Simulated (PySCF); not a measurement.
Unknowns

- GIAO PBE0/pcSseg-1 shieldings
- B3LYP/pcJ-1 coupling constants
- GFN2-xTB structure
- code: PySCF 2.14.0 with density-fitted response routines
- one computed conformer, isolated molecule, averaged over atoms made equivalent by symmetry, fast rotation or ring inversion, non-relativistic

Referencing at the same level of theory: TMS for 1H and 13C. Multiplet labels drop J under 1 Hz and among equivalent protons, and merge close values. Unscaled 3J(H,H) run several per cent high. Splittings of carbon signals by F and P are missing where no couplings were computed. Where no couplings were computed, multiplicities follow the n + 1 count of equivalent neighbours, and m marks all less simple cases (inequivalent or close neighbours, rings, F or P nearby). One-bond C–F couplings are unscaled and too large by tens of Hz. Shifts are as computed. Against solution values, carbons near 30 ppm lie about +3 ppm off and those near 130 ppm about +5 ppm. Of 1211 compounds with measured shifts, 218 miss one by over three times the rms of a fit or turn the order of signals round; such compounds aren't used in these exercises.

(1) C5H8F3NSi. 1H NMR (300 MHz, computed): δ 8.66 (s, 1H), 6.20 (br s, 1H), 5.87 (br s, 1H), 4.52 (m, 2H), 4.26 (s, 3H). 13C{1H} NMR (computed): δ 177.6 (CH), 150.6 (C), 138.7 (CH2), 133.1 (C), 57.3 (CH2). Give a structure.

(2) C4H3FO. 1H NMR (600 MHz, computed): δ 2.28 (d, J = 2.1 Hz, 3H). 13C{1H} NMR (computed): δ 150.7 (C, d, J = 379.1 Hz), 100.3 (C, d, J = 11.3 Hz), 74.2 (C, d, J = 106.1 Hz), 4.8 (CH3). Identify the compound.

(3) C5H8F3NSi. 1H NMR (500 MHz, computed): δ 8.83 (m, 1H), 8.75 (m, 1H), 5.34 (m, 1H), 4.61 (m, 1H), 1.71 (m, 1H), 1.15 (m, 1H), 0.73 (m, 1H), 0.34 (m, 1H). 13C{1H} NMR (computed): δ 172.8 (CH2), 136.6 (C), 20.5 (CH), 8.7 (CH2), 4.3 (CH). What is it?

Results:

(1) `C=C([SiH3])/C=N\CC(F)(F)F`. Rings plus π bonds: 2 (no ring in the answer). 5 carbon signals for 5 carbons: no two carbons are equivalent. Carbon types of the structure: 2 × C, 1 × CH, 2 × CH2, leaving 3 H on heteroatoms. δC 177.6: C=N carbon. δC 150.6: fully substituted alkene carbon; an sp2 carbon of a C=C bond. δC 138.7: terminal =CH2 carbon; the olefinic region. δC 133.1: CF3 carbon; 3 electronegative neighbours deshield it.

This is the structure that produced the data.

(2) `CC#CC(=O)F`. Rings plus π bonds: 3 (no ring in the answer). 4 carbon signals for 4 carbons: no two carbons are equivalent. Carbon types of the structure: 3 × C, 1 × CH3, which accounts for all hydrogens. δC 150.7: carbonyl carbon. δC 100.3, 74.2: alkyne carbon; sp carbons lie upfield of alkene carbons because the cylindrical π system leaves one tensor component strongly shielded. δC 4.8: propargylic methyl carbon; saturated and bonded to C and H only. δH 2.28: hydrogen on a propargylic methyl carbon.

The shifts were computed for this structure.

(3) `C=N[SiH2][C@@H]1C[C@H]1C(F)(F)F`. The formula gives 2 degrees of unsaturation (1 ring in the answer). 5 carbon signals for 5 carbons: no two carbons are equivalent. Carbon types of the structure: 1 × C, 2 × CH, 2 × CH2, leaving 2 H on heteroatoms. δC 172.8: C=N carbon. δC 136.6: CF3 carbon; 3 electronegative neighbours deshield it. δC 20.5, 8.7, 4.3: three-membered-ring carbon; carbons of three-membered rings are unusually shielded. δH 8.83, 8.75: hydrogen on a C=N carbon.

The shifts were computed for this structure.
